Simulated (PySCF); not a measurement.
C₂H₂F, doublet (typed; the unrestricted solution is spin-contaminated), geometry from GFN2-xTB; PySCF with MP2/aug-cc-pVDZ.

PySCF was given this input:
```python
from pyscf import gto, scf, mp

mol = gto.M(
    atom='''
C     0.01269615    0.41171885   -0.01137087
C     1.19873388   -0.11100266   -0.02785296
F    -1.19104254   -0.12604551    0.03401395
H     1.37985501   -1.18518672   -0.00369633
H     2.07094770    0.51529918   -0.06708620
''',
    basis='aug-cc-pvdz',
    spin=1,
    verbose=4,
    max_memory=1800,
)

mf = scf.UHF(mol)
mf.kernel()

pt = mp.MP2(mf, frozen=3)
pt.kernel()
print('E(MP2) = %.10f' % pt.e_tot)
```

### Question
Predict the main parts of the log of this PySCF run.

### Answer

```
PySCF version 2.14.0

[INPUT] verbose = 4
[INPUT] num. atoms = 5
[INPUT] num. electrons = 23
[INPUT] charge = 0
[INPUT] spin (= nelec alpha-beta = 2S) = 1
[INPUT] symmetry False subgroup None
[INPUT] Mole.unit = angstrom
[INPUT] Symbol           X                Y                Z      unit          X                Y                Z       unit  Magmom
[INPUT]  1 C      0.012696150000   0.411718850000  -0.011370870000 AA    0.023992246336   0.778035866821  -0.021487830098 Bohr   0.0
[INPUT]  2 C      1.198733880000  -0.111002660000  -0.027852960000 AA    2.265278729437  -0.209764626498  -0.052634466158 Bohr   0.0
[INPUT]  3 F     -1.191042540000  -0.126045510000   0.034013950000 AA   -2.250744203306  -0.238191493131   0.064277049915 Bohr   0.0
[INPUT]  4 H      1.379855010000  -1.185186720000  -0.003696330000 AA    2.607548060509  -2.239678307272  -0.006985051366 Bohr   0.0
[INPUT]  5 H      2.070947700000   0.515299180000  -0.067086200000 AA    3.913523971298   0.973774322413  -0.126774544738 Bohr   0.0

nuclear repulsion = 60.6636578371317
number of shells = 34
number of NR pGTOs = 127
number of NR cGTOs = 87
basis = aug-cc-pvdz
ecp = {}

******** <class 'pyscf.scf.uhf.UHF'> ********
method = UHF
initial guess = minao
damping factor = 0
level_shift factor = 0
DIIS = <class 'pyscf.scf.diis.CDIIS'>
diis_start_cycle = 1
diis_space = 8
diis_damp = 0
SCF conv_tol = 1e-09
SCF conv_tol_grad = None
SCF max_cycles = 50
direct_scf = True
direct_scf_tol = 1e-13
number electrons alpha = 12  beta = 11
Set gradient conv threshold to 3.16228e-05
init E= -176.625723428689

cycle= 1 E= -176.178360605016  delta_E= 0.447  |g|= 0.338  |ddm|= 2.25
cycle= 2 E= -176.238238310412  delta_E= -0.0599  |g|= 0.173  |ddm|= 0.72
cycle= 3 E= -176.252518744684  delta_E= -0.0143  |g|= 0.0545  |ddm|= 0.225
cycle= 4 E= -176.256001364908  delta_E= -0.00348  |g|= 0.0228  |ddm|= 0.196
cycle= 5 E= -176.257014659991  delta_E= -0.00101  |g|= 0.015  |ddm|= 0.0886
cycle= 6 E= -176.257773043436  delta_E= -0.000758  |g|= 0.0119  |ddm|= 0.0597
cycle= 7 E= -176.258414236319  delta_E= -0.000641  |g|= 0.0104  |ddm|= 0.045
cycle= 8 E= -176.25931760623  delta_E= -0.000903  |g|= 0.00772  |ddm|= 0.0716
cycle= 9 E= -176.260089437293  delta_E= -0.000772  |g|= 0.0023  |ddm|= 0.122
cycle= 10 E= -176.260089040956  delta_E= 3.96e-07  |g|= 0.00129  |ddm|= 0.00914
cycle= 11 E= -176.260100980792  delta_E= -1.19e-05  |g|= 0.000439  |ddm|= 0.0175
cycle= 12 E= -176.260101404193  delta_E= -4.23e-07  |g|= 0.000192  |ddm|= 0.00368
cycle= 13 E= -176.26010150692  delta_E= -1.03e-07  |g|= 9.07e-05  |ddm|= 0.000968
cycle= 14 E= -176.260101520831  delta_E= -1.39e-08  |g|= 2.93e-05  |ddm|= 0.000442
cycle= 15 E= -176.260101522161  delta_E= -1.33e-09  |g|= 1.07e-05  |ddm|= 0.000107
cycle= 16 E= -176.260101522293  delta_E= -1.32e-10  |g|= 4.44e-06  |ddm|= 6.12e-05
Extra cycle  E= -176.260101522319  delta_E= -2.64e-11  |g|= 2.88e-06  |ddm|= 8.19e-06
converged SCF energy = -176.260101522319  <S^2> = 0.90895045  2S+1 = 2.1530912

******** <class 'pyscf.mp.ump2.UMP2'> ********
nocc = (np.int64(9), np.int64(8)), nmo = (84, 84)
frozen orbitals 3
E(UMP2) = -176.696375886151  E_corr = -0.436274363831843
E(SCS-UMP2) = -176.683894407202  E_corr = -0.423792884882354
E_corr(same-spin) = -0.115080405825989
E_corr(oppo-spin) = -0.321193958005853
E(MP2) = -176.6963758862
```
